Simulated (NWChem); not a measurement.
C2H7B; SMILES CBC

```xyz
10

B      0.0000     0.0000    -0.5328
H      0.0000     0.0000    -1.7369
C     -1.3866     0.0164     0.2021
H     -2.1191     0.6760    -0.2805
H     -1.3440     0.2434     1.2736
H     -1.8090    -0.9994     0.1034
C      1.3866    -0.0164     0.2021
H      1.8090     0.9994     0.1034
H      2.1191    -0.6760    -0.2805
H      1.3440    -0.2434     1.2736
```
Atoms are numbered in this order, from 1.

All runs use the structure optimised with B3LYP/6-31G* (spherical d).

 Unshifted, non-relativistic core excitations; the lowest 4 roots alone, so stronger bands may lie above.

List the first B K-edge excitations from PBE/def2-TZVP, restricted-window TDA (NWChem).


```csv
state,energy (eV),dipole oscillator strength,leading excitation (squared amplitude)
S1,175.4,0.0486,1s of atom 1 or its equivalents → LUMO (1.00)
S2,177.2,0.0007,1s of atom 1 or its equivalents → LUMO+1 (1.00)
S3,178.0,0.0006,1s of atom 1 or its equivalents → LUMO+2 (1.00)
S4,178.5,0.0036,1s of atom 1 or its equivalents → LUMO+3 (0.99)
```
